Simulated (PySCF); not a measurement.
Below is a simulated gas-phase B 1s photoelectron spectrum of `C=NB1OBOBO1`.

Every computed line was given a Gaussian of 0.5 eV full width at half maximum and an area set by the number of equivalent atoms; the highest printed point is 100. Method used: delta-SCF UKS SCAN, pcX-2 on the ionised atom, pcseg-1 elsewhere, spin-free X2C in PySCF 2.14.0.

binding energy (eV), intensity and a bar:
```
    197.1          0 
    197.2          1 
    197.3          5 #
    197.4         13 ####
    197.5         30 #########
    197.6         53 ################
    197.7         79 ########################
    197.8         97 #############################
    197.9        100 ##############################
    198.0         90 ###########################
    198.1         71 #####################
    198.2         49 ###############
    198.3         30 #########
    198.4         15 #####
    198.5          7 ##
    198.6          2 #
    198.7          1 
    198.8          0
```

**Question.** Count the maxima, the lines and the sites behind this envelope.

**Answer.** The curve has 1 maximum (at 197.9 eV). Under it lie 2 lines from 2 inequivalent boron sites. At this width some lines have no maximum of their own.

**Question.** Decompose the envelope and assign each component. Numbering: `[CH2:1]=[N:2][B:3]1[O:4][BH:5][O:6][BH:7][O:8]1`.

**Answer.** 
```
position (eV)  relative area  line  atoms             environment
       197.80              2  B 1s  B5/B7  three-coordinate boron
       198.09              1  B 1s     B3  three-coordinate boron
```

**Question.** What are the centre and the root-mean-square width of the whole band?

**Answer.** The area-weighted mean of the lines is 197.90 eV. Their own spread about it is 0.13 eV (rms) and each Gaussian has σ = 0.5/2.355 = 0.21 eV; the variances add, which gives 0.25 eV.

The listed B 1s values span 0.29 eV, from B5/B7 (bonded to 2 O and H) to B3 (bonded to 2 O and N).

The curve has no shake-up lines and no vibrational structure. Atoms equivalent by their bonding share one computed value, that of the first of them. Spin contamination (⟨S²⟩ against 0.75 for a pure doublet) is marked for B 1s of B5/B7 (0.89), which makes this value less certain. Geometry: PBE0-D3(BJ)/def2-SVP, one conformer, isolated molecule.

Shape of the structure used: `[CH2:1]=[N:2][B:3]1[O:4][BH:5][O:6][BH:7][O:8]1`: C1–N2–B3–O4 92°.
